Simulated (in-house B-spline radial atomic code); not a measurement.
Inner-shell binding energies (edges) and X-ray emission energies of free atoms and ions, as differences of relaxed hole-state energies with first-order Breit, QED and recoil terms, without correlation or multiplet splittings, in NIST's listed ground configurations. For neutral atoms such line energies lie within some 1 to 5 eV of tabulated X-ray lines (up to 20 eV for the heaviest). Removing outer electrons raises all edges nearly alike, so lines move far less than edges. K = 1s, L1 = 2s. A dash marks a subshell that is part filled or wasn't run, or a line left out. Computed with a B-spline radial code for spherical atoms: Dirac-Hartree-Fock, average of the configuration, finite nuclei.

```
 ion  configuration  K edge (eV)  L1 edge (eV)
  Cl   [Ne] 3s2 3p5      2831.17        280.69
 Cl+   [Ne] 3s2 3p4            ?             ?
Cl2+   [Ne] 3s2 3p3      2863.26        311.37
Cl3+   [Ne] 3s2 3p2      2882.63        329.54
Cl4+   [Ne] 3s2 3p1      2904.08        349.41
Cl5+       [Ne] 3s2            ?             ?
Cl7+   [He] 2s2 2p6      2979.74        417.68
```

(1) Fill in the row of Cl+.

(2) Fill in the row of Cl5+.

Results:

(1) K edge (eV): 2846.06; L1 edge (eV): 295.04.

(2) K edge (eV): 2927.57; L1 edge (eV): 370.92.
